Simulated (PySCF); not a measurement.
**TcS3: fields on a plane**

All numbers come from UPBE0 in PySCF with Tc def2-SVP with ECP28, S def2-SVP; scalar-relativistic core potentials, no spin–orbit coupling; density-fitted integrals.

The doublet minimum has Tc–S 2.081 Å (×3); S–Tc–S 115.9° (×3).

The plane holds Tc1 at (0.00, 0.00), S2 at (2.08, 0.00), S3 at (-0.91, 1.87) Å. Columns run from x = -2.85 to 4.35 Å, rows from y = 4.05 (top) to -1.95 Å, in steps of 0.3 Å. Other isomers or separated fragments may lie lower. Core electrons replaced by a potential are absent, the electrostatic potential uses the reduced nuclear charge, and values within about 0.7 Å of such atoms have no physical meaning.

Problem. Give the electron localisation function (set to 0 where the density is under 0.005 e/Å³). Every second row and column.

Solution. 
```
0.00 0.00 0.00 0.15 0.00 0.00 0.00 0.00 0.00 0.00 0.00 0.00 0.00
0.00 0.21 0.47 0.62 0.63 0.47 0.00 0.00 0.00 0.00 0.00 0.00 0.00
0.15 0.55 0.86 0.93 0.91 0.75 0.35 0.00 0.00 0.00 0.00 0.00 0.00
0.36 0.76 0.90 0.19 0.27 0.84 0.34 0.01 0.03 0.00 0.00 0.00 0.00
0.40 0.79 0.84 0.84 0.09 0.78 0.26 0.15 0.50 0.58 0.41 0.00 0.00
0.23 0.63 0.83 0.80 0.63 0.25 0.17 0.64 0.86 0.89 0.72 0.36 0.00
0.00 0.19 0.35 0.20 0.73 0.82 0.37 0.79 0.09 0.55 0.90 0.51 0.00
0.00 0.06 0.15 0.17 0.84 0.02 0.53 0.72 0.85 0.09 0.91 0.52 0.00
0.00 0.35 0.53 0.35 0.38 0.64 0.19 0.78 0.80 0.91 0.81 0.42 0.00
0.00 0.45 0.68 0.79 0.61 0.20 0.14 0.52 0.76 0.75 0.55 0.18 0.00
0.00 0.33 0.54 0.70 0.71 0.49 0.10 0.10 0.34 0.36 0.14 0.00 0.00
```

Problem. Give the electrostatic potential (V) (cut at 20 V). Lower edges of the bins (V): '_' -0.33, '.' -0.21, ':' -0.02, '-' 0.28, '=' 0.76, '+' 1.52, '*' 2.72, '#' 4.62, '%' 7.64, '@' 12.42; top 20.0, each point printed twice.

Solution. 
```
::::::::::::::....................................
::::::::::::::::::................................
::::::::----------::....______....................
::::::--==++**++++==::..________..................
::::--++**##%%%%##**==::____________..............
::::==**%%@@@@@@@@%%++--..____________............
::--++##@@@@@@@@@@@@##==::______________..........
..--++##@@@@@@@@@@@@##++--..____________..........
..::++##@@@@@@@@@@@@##**==--::::::::::............
..::==**@@@@@@@@@@@@%%##**++====++++==--::::......
....--++##%%@@@@@@@@@@%%##****######**++==::::....
....::==++##%%@@@@@@@@@@@@%%%%@@@@@@@@##++==::::..
....::--++##%%@@@@@@@@@@@@@@@@@@@@@@@@@@##==--::::
....::==++##@@@@@@@@@@@@@@@@@@@@@@@@@@@@##++--::::
....::==++##@@@@@@@@@@@@@@@@@@@@@@@@@@@@##++--::::
..::::==++##%%@@@@@@@@@@@@@@@@@@@@@@@@@@##++--::::
..::::--++**%%@@@@@@@@@@@@%%%%@@@@@@@@##++==::::::
..::::==++**##%%%%@@@@%%##****########++==--::::::
::::--==++**############**++====++++==----::::....
::::--==++**********++++==----::::::::::..........
::::--==++++****++++====--::::....................
```

Other spin states or occupations of the open shell can lie lower.
